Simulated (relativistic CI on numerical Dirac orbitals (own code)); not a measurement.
## What each ingredient does to the levels of Pm¹¹⁺

Base calculation: Dirac-Coulomb-Breit CI, separate exchange-only KLI orbitals for each configuration, QED by a radiative potential, unscaled Slater integrals.

CI space (outside the closed core [Kr] 4d10): 4f²5s², 4f5s²5p, 4f²5s5p, 4f⁴, 4f³5s, 4f5s5p², 4f³5p, 4f²5s5d, 5s²5p5d, 4f5s²5d, 5s²5p6s, 5s²5p², 5s5p³, 5s5p²5d, 4f²5p², 4f5p³, 4f5p²5d, 5s²5d², 5s5p5d², 5s5d³, 4f5s5p5d, 4f5p5d². Double excitations out of closed p, d and f shells are left out; levels of such configurations are missing from the list, as are those of other unlisted configurations, and high levels can miss mixing partners.

Variants: (1) valence Slater integrals scaled by 0.9; (2) Breit term removed; (3) only the first 3 configurations. Shifts of the energy above 4f²5s² ³H4, in cm⁻¹, for the lowest level and the first level of each name with at least 55 % of one term (blank where a level changes its place among those of its configuration and J or its character, or is not in the variant):

```csv
Level,Base,Δ(1),Δ(2),Δ(3)
4f²5s² ³H4,0.0,0.0,0.0,0.0
4f²5s² ³H5,3641.1,+24.0,+358.1,-17.6
4f²5s² ³H6,7389.2,+5.9,+730.6,-32.2
4f²5s² ³F2,9023.8,-750.3,-12.9,+243.6
4f²5s² ³F3,11383.9,-714.2,+246.1,+221.3
4f²5s² ¹D2,31202.1,-2620.8,+199.7,+968.2
4f²5s² ¹I6,37525.4,-3217.0,+524.0,+782.5
4f²5s² ³P0,38344.8,-3429.3,-8.6,+1520.8
4f²5s² ³P1,39465.3,-3395.7,+102.7,+1423.7
4f²5s² ³P2,41401.1,-3332.1,+440.7,+1333.8
4f5s²5p ³G3,52886.6,-402.1,-2096.2,+2511.1
4f5s²5p ³F2,57381.6,-684.6,-2103.0,+2691.5
4f²5s² ¹S0,84500.8,-7526.0,+87.2,+3867.6
4f5s²5p ³D3,107976.1,-726.0,-1157.5,+3684.9
4f5s²5p ³G5,108820.0,-647.4,-1089.7,+3503.8
4f5s²5p ³D1,111633.3,-1367.2,-1543.7,+3838.8
4f5s²5p ¹G4,114620.7,-1616.1,-1350.3,+3570.9
4f³5s ⁵I°4,119611.4,+1127.4,+1536.6,
4f5s²5p ¹D2,120314.2,-1679.0,-1190.3,+5109.1
4f³5s ⁵I°5,121181.5,+1129.5,+1713.7,
4f³5s ⁵I°6,123056.0,+1138.3,+1937.3,
4f³5s ⁵I°7,125173.7,+1140.9,+2198.0,
```

At this charge transitions that keep the count of f electrons are usually good to a few per cent. Terms inside the open d or f shell come out 10 to 20 % too wide with unscaled integrals. Levels and lines within the n = 5 or 6 shells can be off by up to 10 % or somewhat more, and those that change n by about 2 %, since core polarisation is missing. Levels that differ in their count of f electrons can be misplaced by several ten thousand cm⁻¹, since the correlation energy of f electrons is missing or only estimated; rates across such gaps can be off by orders of magnitude.

Ionisation energy from one configuration of each of the two ions, the ground ones as tabulated or assumed: base 195.414 eV; valence Slater integrals scaled by 0.9 195.247 eV; Breit term removed 195.327 eV. The NIST ASD value (theoretical) is 202 ± 10 eV.

LS names give the leading component of a level, which can be under half, so a name can repeat, a term be missing and a line seem to break the LS rules.
